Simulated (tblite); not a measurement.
Species: C6H10BOP.
SMILES with atom numbers: `[BH3-:1][P+:2]1([c:3]2[cH:4][cH:5][o:6][cH:7]2)[CH2:8][CH2:9]1` (hydrogens: H10, H11, H12 on B1; H13 on C4; H14 on C5; H15 on C7; H16, H17 on C8; H18, H19 on C9)

Cartesian coordinates in Å at the GFN2-xTB level; atoms count from 1:
```
atom  x, y, z in Å
B1    -1.444    1.960   -1.048
P2    -0.800    0.291   -0.278
C3     0.934   -0.192   -0.146
C4     1.994    0.746    0.026
C5     3.138    0.017    0.055
O6     2.870   -1.292   -0.093
C7     1.542   -1.416   -0.218
C8    -1.613   -0.562    1.120
C9    -1.745   -1.269   -0.221
H10   -2.620    1.872   -0.888
H11   -1.097    1.938   -2.183
H12   -0.927    2.816   -0.406
H13    1.887    1.807    0.115
H14    4.167    0.296    0.170
H15    1.157   -2.406   -0.355
H16   -2.505   -0.099    1.521
H17   -0.993   -1.036    1.869
H18   -1.233   -2.212   -0.344
H19   -2.722   -1.248   -0.685
```

All values are computed: GFN2-xTB (tblite) harmonic vibrations without scaling, gas phase. This tight-binding method is rough: wavenumbers can miss measured ones by several per cent, in bad cases by 10 to 20. Modes of hydrogen on boron can be 10 to 20 % off. One conformer, not necessarily the lowest. The optimisation stopped once no atom felt more than 0.01 eV/Å.

Lowest wavenumbers of the output (negative numbers stand for imaginary wavenumbers):
```
mode    cm-1
  1     -32.6
  2      81.6
  3      87.2
  4     128.1
  5     145.6
  6     178.2
  7     277.6
  8     283.9
```

Task: Is this structure a minimum?

Result: Not by this Hessian. 1 mode is imaginary beyond 20i (33i cm⁻¹), so at this level the point lies at or near a first-order saddle. The curvature is small, so loose convergence or finite differences may be the whole cause.

Task: Which atoms move in the imaginary mode?

Result: 33i: C4 (aromatic CH carbon) 21 %, C7 (aromatic CH next to a ring oxygen) 19 %. These are shares of the mass-weighted motion.

Task: What is the remedy?

Result: Step along that mode in both directions, optimise again with tighter thresholds and repeat the frequencies. The zero-point energy of this point (89.4 kcal/mol) counts the 50 real modes alone, and thermal corrections from it aren't those of a minimum.
